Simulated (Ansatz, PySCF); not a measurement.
Br₂H₂InN, SMILES [NH2][In]([Br])[Br].

Geometry: PBE0-D3(BJ)/def2-SVP. The structure was generated by enumeration; whether it is a known compound was not checked. The def2 effective core potentials stand for the cores of In; spin–orbit coupling is left out. Other conformers were not sampled.

Vertical ionisation energy (IE) and electron affinity (EA) in eV. Rows of orbital energies are one-electron estimates. Where ΔSCF, EOM or ADC give a negative EA the extra electron is unbound and the value depends on the basis.

```json
[
 {"level": "−ε(HOMO), −ε(LUMO), r2SCAN/def2-TZVP (PySCF)", "IE": "6.92", "EA": "2.96"},
 {"level": "−ε(HOMO), −ε(LUMO), PBE/def2-TZVP (PySCF)", "IE": "6.61", "EA": "3.14"},
 {"level": "ΔSCF, PBE0/def2-SVPD (Ansatz), final states of multiplicity 2 and 2", "IE": "9.87", "EA": "0.87"},
 {"level": "ΔSCF, PBE/def2-SVPD (Ansatz), final states of multiplicity 2 and 2", "IE": "9.48", "EA": "0.97"}
]
```

Question: What vertical singlet–triplet gap does ΔSCF give with PBE0/def2-SVPD (Ansatz, a first-principles code) and with PBE/def2-SVPD (Ansatz)? (Estimate from the structure and the level; the computed values follow.)

Answer: 3.97 and 3.57 eV (triplet above singlet where positive).
